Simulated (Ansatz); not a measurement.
Input for Ansatz (a first-principles code): U-CCSD(T)/cc-pVTZ on CH5BO (SMILES BOC), a point of a bond scan (R = 1.192 Å).

Ansatz 0.2 input:
```yaml
crystal:
  periodic: [false, false, false]
  atoms:
    - {symbol: B, position_ang: [-0.29601612, 0.11287921, 1.27194518]}
    - {symbol: H, position_ang: [-1.18413033, 0.52665691, 1.95150054]}
    - {symbol: H, position_ang: [0.69681460, -0.37886937, 1.73084670]}
    - {symbol: O, position_ang: [-0.44734906, 0.21797670, -0.05665238]}
    - {symbol: C, position_ang: [0.53525936, -0.23564232, -0.98322630]}
    - {symbol: H, position_ang: [1.39622510, -0.66492676, -0.46632952]}
    - {symbol: H, position_ang: [0.08263230, -0.98692983, -1.63070172]}
    - {symbol: H, position_ang: [0.85577534, 0.60971339, -1.59246502]}
basis:
  gaussian:
    orbitals: cc-pVTZ
correlation: {method: ccsd_t, electrons: outside_noble_gas}
scf: {omitted_lower_state_checks: [cluster_reference]}
magnetization: {spin_polarized: true, initial_magnetization: 0}
```

Output:

```
WARN ansatz: RAYON_NUM_THREADS=1 ignored (pool sized by the plan → 1); use --threads N
Functional definition: HF
these checks for a lower state are left out or cut short: cluster_reference
integrals: 0.70 GiB planned
913 factors; integrals over basis functions are off by at most 1.2e-3 eV
mean field: 0.43 GiB planned
mean field evaluation 1: about -3818.6160 eV, gradient 2.0e1 eV
mean field evaluation 2: about -3818.6174 eV, gradient 2.0e1 eV
mean field evaluation 4: about -3820.4813 eV, gradient 2.6e0 eV
mean field evaluation 8: about -3820.5151 eV, gradient 5.2e-5 eV
mean field -3820.51514611 eV, -140.4013419814 hartree, gradient 7.6e-7 eV, S^2 0.000000; 0 other end points of the search recorded, 0 dependent functions left out
3 core orbitals not correlated
reference -3820.51514611 eV, -140.4013419814 hartree; 9, 9 occupied and 148, 148 virtual orbitals, 913 factors
second order -14.17035238 eV of doubles, -0.00000000 eV of singles
coupled cluster: 1.89 GiB planned
cycle   1  -14.50027832 eV  change   -3.3e-1 eV  update   8.4e-2
cycle   2  -14.86727016 eV  change   -3.7e-1 eV  update   2.5e-2
cycle   3  -14.96010392 eV  change   -9.3e-2 eV  update   1.4e-2
cycle   4  -14.95287412 eV  change    7.2e-3 eV  update   4.3e-3
cycle   5  -14.95258410 eV  change    2.9e-4 eV  update   2.1e-3
cycle   6  -14.95265213 eV  change   -6.8e-5 eV  update   5.3e-4
cycle   7  -14.95248054 eV  change    1.7e-4 eV  update   1.4e-4
cycle   8  -14.95250726 eV  change   -2.7e-5 eV  update   4.0e-5
cycle   9  -14.95250878 eV  change   -1.5e-6 eV  update   1.1e-5
perturbative correction -0.53186884 eV, -0.0195458195 hartree
Total energy: -3835.99952374 eV, -140.9703823634 hartree
Checks for a lower state left out: cluster_reference
```

The calculation finished and met its thresholds.

Cost: about 50 core-seconds (a rough figure).
